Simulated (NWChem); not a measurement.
# phosphorus nitride (PN); SMILES N#P

```xyz
2

N      0.0000     0.0000     1.0126
P      0.0000     0.0000    -0.4822
```
Atoms are numbered in this order, from 1.

Results from NWChem. Geometry: optimised at B3LYP/6-31G* (spherical d). Solvent water, SMD (1 M gas to 1 M solution), gas-phase geometry. Reactions with the solvent are ignored.

Question: What does the run give for PBE0/aug-cc-pVTZ? Quantities: solvation free energy (kcal/mol); cavity-dispersion-structure term (kcal/mol); dipole in solution (D).

Answer: 
```
Item                                         Value
-------------------------------------------  -----
solvation free energy (kcal/mol)              -5.7
cavity-dispersion-structure term (kcal/mol)    0.0
dipole in solution (D)                        4.10
```
